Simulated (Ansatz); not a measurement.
Ansatz (a program for electronic structure) job for SiFCl2, SMILES [Si](Cl)(Cl)F, multiplicity 2, CAM-B3LYP/def2-SVPD. Geometry: PBE0-D3(BJ)/def2-SVP.

Ansatz 0.2 input:
```yaml
crystal:
  periodic: [false, false, false]
  atoms:
    - {symbol: Si, position_ang: [0.46628637, 0.38603677, 0.00000000]}
    - {symbol: F, position_ang: [-0.30365469, 1.80715448, 0.00000000]}
    - {symbol: Cl, position_ang: [-0.11162109, -0.63732074, -1.68515848]}
    - {symbol: Cl, position_ang: [-0.11162109, -0.63732074, 1.68515848]}
basis:
  gaussian:
    orbitals: def2-SVPD
hamiltonian:
  xc: {name: CAM-B3LYP}
magnetization: {spin_polarized: true, initial_magnetization: 1}
```

Output:

```
WARN ansatz: RAYON_NUM_THREADS=1 ignored (pool sized by the plan → 1); use --threads N
Functional definition: CAM-B3LYP
integrals: 0.05 GiB planned
941 factors; integrals over basis functions are off by at most 4.6e-4 eV
integrals: 0.11 GiB planned
349 factors; integrals over basis functions are off by at most 3.0e-5 eV
mean field: 0.87 GiB planned
mean field evaluation 1: about -35628.7154 eV, gradient 2.5e1 eV
mean field evaluation 2: about -35627.2157 eV, gradient 3.5e1 eV
mean field evaluation 4: about -35631.0609 eV, gradient 1.1e0 eV
mean field evaluation 8: about -35631.0816 eV, gradient 2.2e-2 eV
mean field evaluation 16: about -35631.0816 eV, gradient 4.2e-5 eV
mean field -35631.08163469 eV, -1309.4180984603 hartree, gradient 1.5e-5 eV, S^2 0.752187; 0 other end points of the search recorded, 0 dependent functions left out
reference -35631.08175140 eV, -1309.4181027494 hartree; 29, 28 occupied and 72, 73 virtual orbitals, 941 factors
Total energy: -35631.08175140 eV, -1309.4181027494 hartree
```

The run converged.

Cost: roughly 4 core-seconds.
